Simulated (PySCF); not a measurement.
B3LYP has the VWN-RPA correlation part, as in Gaussian. Excitations are Tamm–Dancoff values on a coarser integration grid. The basis has no diffuse functions, so Rydberg states are missing or too high.

Z-matrix (Å, degrees):
```
N
H 1 1.0125
C 1 1.3361 2 122.64
H 3 1.0907 1 118.12 2 -11.59
Si 1 1.8094 2 136.51 3 -179.51
H 5 1.4824 1 106.23 2 76.29
H 5 1.4865 6 107.22 1 118.25
Si 3 1.8732 4 131.91 1 -169.32
H 8 1.5025 3 103.10 4 -67.01
```
Charge 0, multiplicity 1.

### Question
Estimate the HOMO, brightest of the four lowest singlets (TDA) and dipole moment that B3LYP-D3(BJ)/def2-TZVP (PySCF 2.14.0) returns for this input.

### Answer

```yaml
HOMO: -5.50 eV
brightest of the four lowest singlets (TDA): 3.79 eV
dipole_moment: 3.04 D
```
